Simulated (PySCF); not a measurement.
**Exercise with solution: dipole moment from atomic charges**

B(Cl)(H)(NCO) (CHBClNO), SMILES N(=C=O)BCl. Atoms are numbered in the order given.

```xyz
6

B     -0.8804     0.7159     0.0000
Cl     0.3947     1.9231     0.0000
H     -2.0255     1.0798     0.0000
N     -0.5506    -0.6563     0.0000
C     -0.0170    -1.7325     0.0000
O      0.4593    -2.7954     0.0000
```
Charge 0, spin multiplicity 1.

Coordinates come from a ωB97X-D3(BJ)/def2-SVP optimisation. One conformer was computed; it need not be the lowest.

Charges (e) from PySCF with HF/def2-TZVP:

```json
[
 {"atom": "B1", "IAO": "0.307", "ESP fit": "0.334"},
 {"atom": "Cl2", "IAO": "-0.119", "ESP fit": "-0.153"},
 {"atom": "H3", "IAO": "-0.004", "ESP fit": "-0.049"},
 {"atom": "N4", "IAO": "-0.475", "ESP fit": "-0.378"},
 {"atom": "C5", "IAO": "0.727", "ESP fit": "0.636"},
 {"atom": "O6", "IAO": "-0.437", "ESP fit": "-0.389"}
]
```

The dipole moment of the full density is 1.22 D.

Task: What dipole moment does each set of point charges give, and which comes closer to that of the density?

Result: 
μ = Σ q r, and 1 e Å = 4.8032 D.
IAO: Σ q r = (-0.261, 0.260, 0.000) e Å, |μ| = 1.77 D.
ESP fit: Σ q r = (-0.237, 0.126, 0.000) e Å, |μ| = 1.29 D.
ESP fit comes closer in size. Point charges leave out the atoms' own dipoles (lone pairs, polarised bonds); fits to the potential absorb them, partitions of the density don't.
